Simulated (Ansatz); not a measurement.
**Reading a saddle point**

A first-order saddle point of AlSiH$_{7}$O$_{3}$F, doublet, PBE0-D4/def2-TZVP, with one imaginary mode of 723i cm⁻¹:

Al1  (-1.488, 0.686, -0.448)
O2  (0.030, -0.374, -0.412)
Si3  (0.255, -1.962, -0.842)
F4  (-2.650, -0.071, 0.488)
H5  (0.502, 1.680, 0.872)
O6  (-0.750, 2.034, 0.520)
H7  (0.886, 0.247, 0.242)
O8  (1.404, 1.058, 0.905)
H9  (0.089, -2.849, 0.335)
H10  (-0.732, -2.313, -1.891)
H11  (1.637, -2.102, -1.370)
H12  (-1.302, 2.471, 1.171)
H13  (2.118, 1.495, 0.431)
(Å)

Ansatz 0.2.0; basis: def2-TZVPP and def2-QZVPP; cores frozen in the correlated methods; orbitals are unrestricted. Extrapolation: Hartree–Fock as exp(−7.88 √X), correlation as X^−2.97.

Question: Which contacts change along the imaginary mode, and what lies on either side? (A judgement: the text doesn't fix the answer.)

Answer: By the calculation: The step is AlSiH₃OF ([F][Al][O][SiH3]) + H₂O + H₂O → AlHOF ([OH][Al][F]) + SiH₄O ([OH][SiH3]) + H₂O (still joined by a long Al–O bond), with the molecules in contact on both sides. Shortening one way: Al1–O6, O2–H7, H5–O8; lengthening the same way: Al1–O2, H5–O6, H7–O8.
| pair | one side (Å) | saddle (Å) | other side (Å) |
| --- | --- | --- | --- |
| Al1–O6 | 1.93 | 1.82 | 1.76 |
| O2–H7 | 1.80 | 1.24 | 1.02 |
| H5–O8 | 1.56 | 1.10 | 0.99 |
| Al1–O2 | 1.76 | 1.85 | 1.91 |
| H5–O6 | 1.01 | 1.35 | 1.69 |
| H7–O8 | 0.98 | 1.17 | 1.52 |

Question: Which side is lower, and how far does the saddle lie above each? (To be estimated.)

Answer: The calculation gives: The side with Al1–O2, H5–O6, H7–O8 short is lower by 4.05 kcal/mol; the saddle lies 9.59 kcal/mol above it and 5.53 kcal/mol above the other (CCSD(T) at an estimated basis limit (MP2 extrapolated from triple and quadruple zeta, plus CCSD(T) − MP2 in triple zeta); electronic energies).

T1 diagnostic: at most 0.013. ⟨S²⟩ of the unrestricted Hartree–Fock references: 0.75 (a pure state has 0.75).

Labels in which every atom is bracketed show which atoms are joined, not bond orders.

For scale, one of the runs: CCSD(T)/def2-TZVPP, 306 basis functions, launched by `ansatz run in.yaml --threads 4 --pin off --events-out ev --progress --plain --max-ram 66560MiB --backend cuda --devices 0, --max-vram 37GiB`. Time: 23 s of wall clock on 4 CPU threads of an AMD EPYC 7R13 and a share of one NVIDIA H100; the host was shared. Peak host memory: 1.3 GiB.
